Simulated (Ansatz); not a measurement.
An input meant for C18H22, a cluster (charge 0, singlet; scaled by 0.96).

```yaml
crystal:
  periodic: [false, false, false]
  atoms:
    - {symbol: C, position_ang: [6.347289, 0.624727, 0.907001]}
    - {symbol: C, position_ang: [5.964650, 0.244023, -0.465870]}
    - {symbol: C, position_ang: [4.528025, 0.112643, -0.630446]}
    - {symbol: C, position_ang: [3.764843, 1.173627, -0.979252]}
    - {symbol: C, position_ang: [2.428343, 1.063415, -1.086743]}
    - {symbol: C, position_ang: [1.803178, -0.112466, -0.849993]}
    - {symbol: C, position_ang: [0.359284, -0.219242, -0.918674]}
    - {symbol: C, position_ang: [-0.301806, 0.082480, 0.378360]}
    - {symbol: C, position_ang: [-1.745485, -0.025464, 0.306342]}
    - {symbol: C, position_ang: [-2.369275, -1.203888, 0.533888]}
    - {symbol: C, position_ang: [-3.704092, -1.318376, 0.411154]}
    - {symbol: C, position_ang: [-4.466469, -0.260116, 0.052496]}
    - {symbol: C, position_ang: [-5.912135, -0.370052, -0.026272]}
    - {symbol: C, position_ang: [-6.576969, -0.073926, 1.256825]}
    - {symbol: C, position_ang: [-3.842340, 0.918304, -0.174527]}
    - {symbol: C, position_ang: [-2.507524, 1.033076, -0.051889]}
    - {symbol: C, position_ang: [2.565801, -1.173144, -0.499417]}
    - {symbol: C, position_ang: [3.902292, -1.062680, -0.392021]}
    - {symbol: H, position_ang: [5.911062, 1.556690, 1.180863]}
    - {symbol: H, position_ang: [7.403778, 0.715021, 1.005135]}
    - {symbol: H, position_ang: [6.012675, -0.099876, 1.611872]}
    - {symbol: H, position_ang: [6.335080, 0.971609, -1.151901]}
    - {symbol: H, position_ang: [6.436687, -0.677039, -0.722949]}
    - {symbol: H, position_ang: [4.230274, 2.102727, -1.179195]}
    - {symbol: H, position_ang: [1.855216, 1.906370, -1.370936]}
    - {symbol: H, position_ang: [0.078179, -1.201165, -1.224057]}
    - {symbol: H, position_ang: [-0.023020, 0.445978, -1.658800]}
    - {symbol: H, position_ang: [0.079603, -0.582861, 1.118859]}
    - {symbol: H, position_ang: [-0.021844, 1.064661, 0.683989]}
    - {symbol: H, position_ang: [-1.795549, -2.047712, 0.814333]}
    - {symbol: H, position_ang: [-4.167721, -2.251461, 0.596190]}
    - {symbol: H, position_ang: [-6.277536, 0.294256, -0.776309]}
    - {symbol: H, position_ang: [-6.175821, -1.353575, -0.343322]}
    - {symbol: H, position_ang: [-6.352468, 0.914016, 1.584582]}
    - {symbol: H, position_ang: [-6.250380, -0.741366, 2.019526]}
    - {symbol: H, position_ang: [-7.635134, -0.160581, 1.175333]}
    - {symbol: H, position_ang: [-4.415800, 1.762345, -0.454844]}
    - {symbol: H, position_ang: [-2.043595, 1.966055, -0.236737]}
    - {symbol: H, position_ang: [2.101846, -2.106603, -0.317171]}
    - {symbol: H, position_ang: [4.476851, -1.910412, -0.125452]}
basis:
  gaussian: {orbitals: "6-31++G**", fitting: {mean_field: def2-universal-jkfit}, final_grid: {core_spheres: 20, valence_spheres: 16, degree: 47}}
total_charge: -2
hamiltonian: {xc: {name: RPBE}, dispersion: d3bjatm}
scf: {omitted_lower_state_checks: [starts]}
output: {forces: true}
```

```sh
$ ansatz run in.yaml --threads 2 --pin off --events-out ev --progress --plain --max-ram 20480MiB --backend cuda --devices 0, --max-vram 18GiB
```

Output, abridged:

```
Functional definition: RPBE
1746 factors; integrals over basis functions are off by at most 1.9e-1 eV
mean field evaluation 1: about -18969.4292 eV, gradient 1.4e2 eV
mean field evaluation 2: about -17818.5437 eV, gradient 5.4e2 eV
mean field evaluation 4: about -18863.3278 eV, gradient 1.6e2 eV
mean field evaluation 8: about -19022.2042 eV, gradient 8.5e0 eV
mean field evaluation 16: about -19023.9720 eV, gradient 7.9e-1 eV
mean field -19023.99334611 eV, -699.1188605436 hartree, gradient 5.5e-5 eV, S^2 0.000000; 0 other end points of the search recorded, 0 dependent functions left out
reference -19023.99339632 eV, -699.1188623889 hartree; 66, 66 occupied and 408, 408 virtual orbitals, 1746 factors
Total energy: -19029.76956250 eV, -699.3311325809 hartree
Atom 0 at     6.347289     0.624727     0.907001 Å, force     0.163751     0.147706     0.529814 eV/Å
Atom 1 at     5.964650     0.244023    -0.465870 Å, force     0.410606    -0.109617    -0.520520 eV/Å
Atom 2 at     4.528025     0.112643    -0.630446 Å, force     1.235318     0.122282     0.173342 eV/Å
Atom 3 at     3.764843     1.173627    -0.979252 Å, force     0.762601     1.549144    -0.383587 eV/Å
Atom 4 at     2.428343     1.063415    -1.086743 Å, force    -0.937731     1.390445    -0.472884 eV/Å
Atom 5 at     1.803178    -0.112466    -0.849993 Å, force    -1.163733    -0.119086    -0.183159 eV/Å
Atom 6 at     0.359284    -0.219242    -0.918674 Å, force    -0.394198    -0.161962    -0.521793 eV/Å
Atom 7 at    -0.301806     0.082480     0.378360 Å, force     0.431016     0.182001     0.588898 eV/Å
Atom 8 at    -1.745485    -0.025464     0.306342 Å, force     1.105769     0.162182     0.358114 eV/Å
Atom 9 at    -2.369275    -1.203888     0.533888 Å, force     0.954204    -1.400071     0.415692 eV/Å
Atom 10 at    -3.704092    -1.318376     0.411154 Å, force    -0.773270    -1.574474     0.296229 eV/Å
Atom 11 at    -4.466469    -0.260116     0.052496 Å, force    -1.201670    -0.121782    -0.181638 eV/Å
Atom 12 at    -5.912135    -0.370052    -0.026272 Å, force    -0.333091    -0.174833    -0.586475 eV/Å
Atom 13 at    -6.576969    -0.073926     1.256825 Å, force    -0.254474     0.117156     0.505265 eV/Å
Atom 14 at    -3.842340     0.918304    -0.174527 Å, force    -0.957774     1.417523    -0.487437 eV/Å
Atom 15 at    -2.507524     1.033076    -0.051889 Å, force     0.773340     1.524081    -0.350200 eV/Å
Atom 16 at     2.565801    -1.173144    -0.499417 Å, force    -0.756762    -1.541300     0.297398 eV/Å
Atom 17 at     3.902292    -1.062680    -0.392021 Å, force     0.944845    -1.440611     0.400076 eV/Å
Atom 18 at     5.911062     1.556690     1.180863 Å, force    -0.553609     1.260057     0.380110 eV/Å
Atom 19 at     7.403778     0.715021     1.005135 Å, force     1.485455     0.139551     0.185026 eV/Å
Atom 20 at     6.012675    -0.099876     1.611872 Å, force    -0.416613    -0.970570     0.960496 eV/Å
Atom 21 at     6.335080     0.971609    -1.151901 Å, force     0.573422     0.961924    -0.919440 eV/Å
Atom 22 at     6.436687    -0.677039    -0.722949 Å, force     0.707498    -1.214563    -0.353018 eV/Å
Atom 23 at     4.230274     2.102727    -1.179195 Å, force     0.670652     1.300922    -0.274211 eV/Å
Atom 24 at     1.855216     1.906370    -1.370936 Å, force    -0.815330     1.182731    -0.400839 eV/Å
Atom 25 at     0.078179    -1.201165    -1.224057 Å, force    -0.417513    -1.290115    -0.403102 eV/Å
Atom 26 at    -0.023020     0.445978    -1.658800 Å, force    -0.550119     0.867916    -0.972644 eV/Å
Atom 27 at     0.079603    -0.582861     1.118859 Å, force     0.546852    -0.836732     0.948869 eV/Å
Atom 28 at    -0.021844     1.064661     0.683989 Å, force     0.418095     1.251629     0.397759 eV/Å
Atom 29 at    -1.795549    -2.047712     0.814333 Å, force     0.811922    -1.173633     0.375327 eV/Å
Atom 30 at    -4.167721    -2.251461     0.596190 Å, force    -0.665775    -1.300206     0.258807 eV/Å
Atom 31 at    -6.277536     0.294256    -0.776309 Å, force    -0.551639     0.859825    -1.010290 eV/Å
Atom 32 at    -6.175821    -1.353575    -0.343322 Å, force    -0.418258    -1.301276    -0.442526 eV/Å
Atom 33 at    -6.352468     0.914016     1.584582 Å, force     0.258450     1.332812     0.448757 eV/Å
Atom 34 at    -6.250380    -0.741366     2.019526 Å, force     0.396344    -0.902395     1.036128 eV/Å
Atom 35 at    -7.635134    -0.160581     1.175333 Å, force    -1.490804    -0.109089    -0.064947 eV/Å
Atom 36 at    -4.415800     1.762345    -0.454844 Å, force    -0.818710     1.174313    -0.389225 eV/Å
Atom 37 at    -2.043595     1.966055    -0.236737 Å, force     0.659437     1.292031    -0.270389 eV/Å
Atom 38 at     2.101846    -2.106603    -0.317171 Å, force    -0.662042    -1.311978     0.254365 eV/Å
Atom 39 at     4.476851    -1.910412    -0.125452 Å, force     0.823537    -1.181940     0.377853 eV/Å
Dipole moment:     0.009426    -0.077885    -0.299258 e Å
Checks for a lower state left out: starts
```

In this input the charge is far from what the species holds (-2 typed, 0 meant). The run converged. The result belongs to that input, not to the species as meant.

The 6-31G sets use Cartesian d functions. A multiply charged anion in the gas phase is held together partly by the finite basis.
